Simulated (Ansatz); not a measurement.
Level of theory: PBE-D3(BJ)/def2-SVP (Ansatz, a first-principles code). No frequencies were computed at this level.

Ansatz 0.2 input:
```yaml
crystal:
  periodic: [false, false, false]
  atoms:
    - { symbol: Nb, position_ang: [0.014378, -0.007704, -0.016971] }
    - { symbol: Cl, position_ang: [-1.363888, -1.159496, 1.282041] }
    - { symbol: Cl, position_ang: [1.040125, -1.426201, -1.376889] }
    - { symbol: F, position_ang: [0.265383, 1.822141, 0.026416] }
    - { symbol: F, position_ang: [1.340935, -0.126431, 1.194271] }
    - { symbol: F, position_ang: [-1.287463, 0.291276, -1.223922] }
basis:
  gaussian: { orbitals: def2-svp }
hamiltonian:
  xc: pbe
  dispersion: d3bj
relax:
  max_steps: 150
```

Output:

```
Functional definition: PBE
1111 factors; their error is unknown
mean field evaluation 1: about -34718.1219 eV, gradient 5.8e1 eV
mean field evaluation 2: about -34631.7232 eV, gradient 2.4e2 eV
mean field evaluation 4: about -34722.5068 eV, gradient 2.1e1 eV
mean field evaluation 8: about -34723.4456 eV, gradient 2.0e-1 eV
mean field evaluation 16: about -34723.3932 eV, gradient 2.3e-4 eV
mean field -34723.39324726 eV, -1276.0611654755 hartree, gradient 2.8e-5 eV, S^2 0.000000; 0 other end points of the search recorded, 0 dependent functions left out
reference -34723.39331977 eV, -1276.0611681404 hartree; 37, 37 occupied and 72, 72 virtual orbitals, 1111 factors
relax step   1: F+E_penalty+E_count = -34723.57136966 eV  Δ(F+E_penalty+E_count) = +0.000e0 eV  max|allowed force component| = 2.352e0 eV/Å  Δτ_max = 0.0000 Å  (29 SCF iters, accepted)
these checks for a lower state are left out or cut short: starts, cluster_reference, orbital_swaps, neighbouring_geometries, increment
1111 factors; their error is unknown
mean field -34723.74937022 eV, -1276.0742527529 hartree, gradient 2.7e-5 eV, S^2 0.000000; 0 other end points of the search recorded, 0 dependent functions left out
reference -34723.74944341 eV, -1276.0742554427 hartree; 37, 37 occupied and 72, 72 virtual orbitals, 1111 factors
relax step   2: F+E_penalty+E_count = -34723.92086273 eV  Δ(F+E_penalty+E_count) = -3.495e-1 eV  max|allowed force component| = 2.526e-1 eV/Å  Δτ_max = 0.1250 Å  (37 SCF iters, accepted)
these checks for a lower state are left out or cut short: starts, cluster_reference, orbital_swaps, neighbouring_geometries, increment
1111 factors; their error is unknown
mean field evaluation 32: about -34723.7622 eV, gradient 5.8e-4 eV
mean field -34723.76219639 eV, -1276.0747241061 hartree, gradient 1.7e-5 eV, S^2 0.000000; 0 other end points of the search recorded, 0 dependent functions left out
reference -34723.76226966 eV, -1276.0747267985 hartree; 37, 37 occupied and 72, 72 virtual orbitals, 1111 factors
relax step   3: F+E_penalty+E_count = -34723.93425965 eV  Δ(F+E_penalty+E_count) = -1.340e-2 eV  max|allowed force component| = 8.325e-2 eV/Å  Δτ_max = 0.0271 Å  (30 SCF iters, accepted)
these checks for a lower state are left out or cut short: starts, cluster_reference, orbital_swaps, neighbouring_geometries, increment
1111 factors; their error is unknown
mean field -34723.76298310 eV, -1276.0747530169 hartree, gradient 2.6e-5 eV, S^2 0.000000; 0 other end points of the search recorded, 0 dependent functions left out
reference -34723.76305637 eV, -1276.0747557098 hartree; 37, 37 occupied and 72, 72 virtual orbitals, 1111 factors
relax step   4: F+E_penalty+E_count = -34723.93516874 eV  Δ(F+E_penalty+E_count) = -9.091e-4 eV  max|allowed force component| = 3.845e-2 eV/Å  Δτ_max = 0.0091 Å  (31 SCF iters, accepted)
these checks for a lower state are left out or cut short: starts, cluster_reference, orbital_swaps, neighbouring_geometries, increment
1111 factors; their error is unknown
mean field -34723.76314363 eV, -1276.0747589164 hartree, gradient 2.7e-5 eV, S^2 0.000000; 0 other end points of the search recorded, 0 dependent functions left out
reference -34723.76321690 eV, -1276.0747616091 hartree; 37, 37 occupied and 72, 72 virtual orbitals, 1111 factors
relax step   5: F+E_penalty+E_count = -34723.93530164 eV  Δ(F+E_penalty+E_count) = -1.329e-4 eV  max|allowed force component| = 1.754e-2 eV/Å  Δτ_max = 0.0055 Å  (32 SCF iters, accepted)
these checks for a lower state are left out or cut short: starts, cluster_reference, orbital_swaps, neighbouring_geometries, increment
1111 factors; their error is unknown
mean field -34723.76320473 eV, -1276.0747611619 hartree, gradient 1.0e-5 eV, S^2 0.000000; 0 other end points of the search recorded, 0 dependent functions left out
reference -34723.76327800 eV, -1276.0747638544 hartree; 37, 37 occupied and 72, 72 virtual orbitals, 1111 factors
relax step   6: F+E_penalty+E_count = -34723.93533348 eV  Δ(F+E_penalty+E_count) = -3.185e-5 eV  max|allowed force component| = 3.022e-4 eV/Å  Δτ_max = 0.0032 Å  (26 SCF iters, accepted)
1111 factors; their error is unknown
mean field evaluation 64: about -34723.8187 eV, gradient 2.8e-1 eV
mean field -34723.76320473 eV, -1276.0747611619 hartree, gradient 1.1e-5 eV, S^2 0.000000; 1 other end points of the search recorded, 0 dependent functions left out
reference -34723.76327800 eV, -1276.0747638544 hartree; 37, 37 occupied and 72, 72 virtual orbitals, 1111 factors
Total energy: -34723.93540675 eV, -1276.0810894694 hartree
Atom 0 at     0.010233    -0.037981    -0.017679 Å, force    -0.000001     0.000096    -0.000008 eV/Å
Atom 1 at    -1.446075    -1.105050     1.380815 Å, force     0.000012     0.000266     0.000061 eV/Å
Atom 2 at     1.134572    -1.391352    -1.473531 Å, force     0.000082     0.000258    -0.000029 eV/Å
Atom 3 at     0.262283     1.799813     0.025860 Å, force    -0.000001    -0.000016     0.000002 eV/Å
Atom 4 at     1.398475    -0.154353     1.249119 Å, force    -0.000100    -0.000302    -0.000056 eV/Å
Atom 5 at    -1.350019     0.282508    -1.279638 Å, force     0.000008    -0.000302     0.000030 eV/Å
Dipole moment:    -0.016363    -0.119331    -0.002827 e Å
```

Cost: roughly 27 core-seconds.
